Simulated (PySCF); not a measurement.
**Spinor energies of Tl⁺ (thallium, charge +1)**

Start: [Xe] 4f14 5d9 6s2 7s1; 5d3/2 filled at m_j = -3/2, -1/2, +1/2, +3/2; 5d5/2 filled at m_j = -3/2, -1/2, +1/2, +3/2, +5/2; 7s1/2 filled at m_j = +1/2. Calculated with PySCF 2.14 in x2c-SVPall-2c with one added diffuse shell each of s, p type (8s12p7d2f, 93 functions): generalised Hartree-Fock with the X2C-1e Hamiltonian and a Gaussian nucleus; one run each with spin-orbit coupling (SO) switched off, then screened by Boettger's factors. This is a chosen level, not necessarily the ground level.

| spinor shell | electrons | ε, spin-free (eV) | ε, screened SO (eV) | weight of nominal j (screened SO) | rms radius, screened SO (bohr) |
| --- | --- | --- | --- | --- | --- |
| 1s1/2 | 2 | -86033.1 | -85996.9 | 1.000 | 0.0184 |
| 2s1/2 | 2 | -15494.1 | -15482.4 | 1.000 | 0.0743 |
| 2p1/2 | 2 | -13347.2 | -14839.6 | 1.000 | 0.0628 |
| 2p3/2 | 4 | -13347.2 | -12767.9 | 1.000 | 0.0710 |
| 3s1/2 | 2 | -3787.5 | -3783.5 | 1.000 | 0.189 |
| 3p1/2 | 2 | -3159.9 | -3494.5 | 1.000 | 0.181 |
| 3p3/2 | 4 | -3159.9 | -3027.0 | 1.000 | 0.197 |
| 3d3/2 | 4 | -2497.4 | -2554.6 | 1.000 | 0.174 |
| 3d5/2 | 6 | -2497.4 | -2455.8 | 1.000 | 0.178 |
| 4s1/2 | 2 | -900.08 | -898.79 | 1.000 | 0.416 |
| 4p1/2 | 2 | -690.61 | -772.86 | 1.000 | 0.420 |
| 4p3/2 | 4 | -690.61 | -657.60 | 1.000 | 0.454 |
| 4d3/2 | 4 | -439.16 | -451.40 | 1.000 | 0.468 |
| 5s1/2 | 2 | -171.31 | -171.08 | 1.000 | 0.938 |
| 4f5/2 | 6 | -159.43 | -161.38 | 0.999 | 0.512 |
| 4f7/2 | 8 | -159.43 | -156.86 | 0.999 | 0.513 |
| 5p1/2 | 2 | -110.88 | -126.65 | 0.999 | 1.01 |
| 5p3/2 | 4 | -110.88 | -104.56 | 0.999 | 1.10 |
| 5d3/2 | 4 | -39.600 | -40.982 | 0.968 | 1.42 |
| 5d5/2 | 5 | -39.600 | -38.495 | 0.974 | 1.44 |
| 6s1/2 | 2 | -24.651 | -24.657 | 0.999 | 2.43 |
| 7s1/2 | 1 | -7.184 | -7.184 | 1.000 | 6.43 |

**Question.** Where does 4d5/2 lie, and what is the 4d spin-orbit splitting (screened SO)?

**Answer.** At -429.79 eV, 21.610 eV above 4d3/2.

```tsv
quantity	spin-free	screened SO
E (hartree)	-20228.15726	-20262.87720
M_J	3	3
⟨J²⟩	12.004	12.004
⟨L²⟩	6.003	6.180
⟨S²⟩	2.001	2.179
```

Each row is a mean over spinors that exchange with the open shell spreads, by up to 5.264 eV (5p3/2).

Breit and QED terms are absent; they matter most for the inner s and p1/2 levels.

Densities and radii are taken from the X2C orbitals without a picture-change correction, which distorts them close to the nucleus.

Without spin-orbit coupling the j labels of p, d and f shells carry no meaning; the spin-free column gives the mean over the occupied spinors of each nl shell.
